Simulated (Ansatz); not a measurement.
`[F][AlH][PH2]` + `[SiH3]S` → `[F][AlH][S][SiH3]` + PH₃ at 500 K and 1 bar (cleavage of the Al–P bond).

Gas-phase electronic energies from Ansatz, PBE0-D4/def2-TZVP geometries. CCSD(T)/CBS is the MP2 limit (def2-TZVPP, def2-QZVPP) plus CCSD(T) − MP2 in def2-TZVPP, frozen cores. This one scheme is used for every species. One conformer a species, not always the lowest.

```csv
species,CCSD(T)/CBS energy (Eh),H − E (kJ/mol),S (J/(mol·K))
`[F][AlH][PH2]`,-684.62569,103.5,350.5
`[SiH3]S`,-689.27336,117.6,310.5
`[F][AlH][S][SiH3]`,-1031.20495,141.4,416.7
PH₃,-342.72256,81.5,231.4
```

H − E and S are ideal-gas, rigid-rotor, harmonic terms from PBE0-D4/def2-TZVP, for one conformer and one mirror image of each species. 1 Eh = 2625.50 kJ/mol, R = 8.31446 J/(mol·K).

Problem. By hand: ΔE, ΔH, ΔS and ΔG.

Solution. ΔE = (-1031.20495) + (-342.72256) − (-684.62569) − (-689.27336) = -0.02846 Eh = -74.7 kJ/mol. Δ(H − E) = 141.4 + 81.5 − 103.5 − 117.6 = 1.8, so ΔH = -72.9 kJ/mol. ΔS = 416.7 + 231.4 − 350.5 − 310.5 = -12.9 J/(mol·K). ΔG = -72.9 − 500 × (-12.9)/1000 = -66.5 kJ/mol.

Problem. By hand: the equilibrium constant, and the temperature at which ΔG would vanish if ΔH and ΔS stayed fixed.

Solution. log₁₀ K = −ΔG/(RT ln 10) = 6.9. ΔG = 0 at ΔH/ΔS = 5651 K, far beyond where these terms or the molecules hold.

The number of gas molecules stays the same, so ΔS is small and ΔH decides. A doubt of 5 kJ/mol in ΔE shifts log₁₀ K by 0.5 here. Other conformers and mirror images would add mixing entropy, several J/(mol·K) or more a flexible species. Modes under 60 cm⁻¹, often nearly free rotors, make the harmonic entropy too high. These are equilibria of isolated gas molecules and say nothing of rates. Largest T1 diagnostic: 0.014 (customary marks: 0.02 for closed shells, 0.045 for open ones).
